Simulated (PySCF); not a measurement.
Si2PH7NCl

Si2PH7NCl is a small molecule, neutral, singlet. The structure, one conformer, was relaxed in the gas phase by PBE0-D3(BJ)/def2-SVP. No frequency run checks that it is a minimum.

SMILES: N[SiH](Cl)P[SiH3]

Coordinates in Å:
```
Si1    -1.342    0.070    1.333
Cl2    -1.158    2.142    1.330
N3     -0.086   -0.558    2.313
P4     -1.076   -0.931   -0.662
Si5     0.785    0.174   -1.327
H6     -2.745   -0.158    1.787
H7      0.282   -1.488    2.155
H8      0.093   -0.222    3.252
H9     -2.015   -0.105   -1.350
H10     1.014   -0.168   -2.764
H11     1.918   -0.356   -0.514
H12     0.703    1.655   -1.178
```

Shieldings: GIAO PBE0/pcSseg-2. Shifts are against computed references at the same level: H TMS (σ 31.24 ppm), Si TMS (σ 341.3 ppm). Core levels by delta-SCF with SCAN, pcX-2 on the ionised atom and pcseg-1 elsewhere, spin-free X2C (2p3/2 is the spin-free 2p value less a third of a first-order spin-orbit splitting); from the vacuum level, for chosen atoms.

**Question.** Give the NMR and core-level values of the distinct atoms.

**Answer.** 
| atoms | bonded to | σ (ppm) | δ (ppm) | core level (eV) |
| --- | --- | --- | --- | --- |
| Si1 | 1 Cl + 1 N + 1 P + 1 H | 337.3 | 4.0 | 2p3/2 107.70 |
| Cl2 | 1 Si | 866.4 | - | 2p3/2 205.61 |
| N3 | 1 Si + 2 H | 230.7 | - | 1s 405.05 |
| P4 | 2 Si + 1 H | 587.9 | - | 2p3/2 135.96 |
| Si5 | 1 P + 3 H | 420.9 | -79.6 | 2p3/2 106.78 |
| H6 | 1 Si | 25.02 | 6.23 | - |
| H7 | 1 N | 30.25 | 1.00 | - |
| H8 | 1 N | 30.23 | 1.02 | - |
| H9 | 1 P | 29.94 | 1.31 | - |
| H10 H11 H12 | 1 Si | 27.01 | 4.24 | - |

Values are those of this one static structure, with the three H of a rotating XH3 group averaged; atoms that internal rotation interchanges would show their mean in an NMR spectrum.

**Question.** Which of Si1, Si5 holds its core electrons tightest, and by how much against the loosest?

**Answer.** Si1 (bonded to 1 Cl + 1 N + 1 P + 1 H), by 0.92 eV over Si5 (bonded to 1 P + 3 H).

**Question.** By CAM-B3LYP/def2-SVPD (TDDFT singlets, Tamm-Dancoff triplets, ionisation by delta-SCF), where does absorption start, and what does vertical ionisation take?

**Answer.** The lowest singlet lies at 6.10 eV (f 0.013), the strongest of the first 6 at 6.79 eV (f 0.077), the lowest triplet at 5.36 eV; vertical ionisation takes 9.33 eV.
